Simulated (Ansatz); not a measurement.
A nudged elastic band was laid between two geometries of BrH + ClH3Si (7 atoms, charge 0, multiplicity 1).

All numbers below come from RHF/def2-SVP (Ansatz).

```yaml
movable_images: 7
climbing_image: yes
spring: 5.0 eV/Å²
optimiser: quadratic models (default)
start_path: through a guess of the saddle point
force_threshold: 0.05 eV/Å
iteration_limit: 60
end_points: relaxed
```

First end point:

```xyz
7
Properties=species:S:1:pos:R:3
Si -0.299 -0.407 -0.237
H -0.811 -0.541 1.137
Cl 1.783 -0.329 -0.150
H -0.783 0.836 -0.860
H -0.676 -1.577 -1.049
Br 1.364 2.939 2.410
H 1.943 1.924 1.620
```

Last end point:

```xyz
7
Properties=species:S:1:pos:R:3
Si -0.011 0.692 -0.681
H 1.096 -0.814 2.824
Cl 1.767 -0.335 -0.845
H -0.514 0.979 -2.028
H -0.948 -0.113 0.108
Br 0.308 2.625 0.369
H 0.821 -0.188 3.124
```

(1) Which bonds break or form, and what moves?

(2) Give the energies along the band, and the barrier.

(3) What is the geometry of the highest image?

## Answers

(1) Bonds broken: Si1–H2, Br6–H7. Bonds formed: Si1–Br6, H2–H7. BrH + ClH3Si becomes BrClH2Si + H2.

(2) It converged. The highest image is number 4 of 0 to 8, 59.4 kcal/mol above the first end and 68.7 kcal/mol above the last; the last end lies 9.3 kcal/mol below the first. Neighbouring images differ by up to 2.0 eV, so the band resolves the path poorly. A vibrational analysis at the climbing image gives one clearly imaginary mode, 861i cm⁻¹: a first-order saddle point. The orbitals stay closed-shell, which can raise the energy where a bond breaks towards radicals; this wasn't checked here.

| image | path coordinate (Å) | energy (kcal/mol) | Si1–H2 (Å) | Br6–H7 (Å) | Si1–Br6 (Å) |
| --- | --- | --- | --- | --- | --- |
| 0 | 0.00 | 0.0 | 1.47 | 1.41 | 4.58 |
| 1 | 0.93 | 1.0 | 1.47 | 1.41 | 4.27 |
| 2 | 1.86 | 2.5 | 1.48 | 1.41 | 4.00 |
| 3 | 2.78 | 13.1 | 1.49 | 1.43 | 3.35 |
| 4 | 3.71 | 59.4 | 1.73 | 1.96 | 2.82 |
| 5 | 4.85 | 16.4 | 2.46 | 2.35 | 2.30 |
| 6 | 6.00 | -7.1 | 3.42 | 2.89 | 2.23 |
| 7 | 7.15 | -9.2 | 4.31 | 3.72 | 2.22 |
| 8 | 8.29 | -9.3 | 3.97 | 3.97 | 2.22 |

(3) 
```xyz
7
Properties=species:S:1:pos:R:3
Si 0.222 0.159 -0.105
H -0.158 -0.101 1.557
Cl 2.123 -0.337 -0.617
H -0.508 1.217 -0.784
H -0.527 -1.105 -0.239
Br 1.142 2.361 1.392
H 0.225 0.651 1.667
```

Run time: 2.6 min on 1 thread of Intel(R) Xeon(R) 6975P-C (Granite Rapids), on a shared host, peak memory 0.2 GiB.
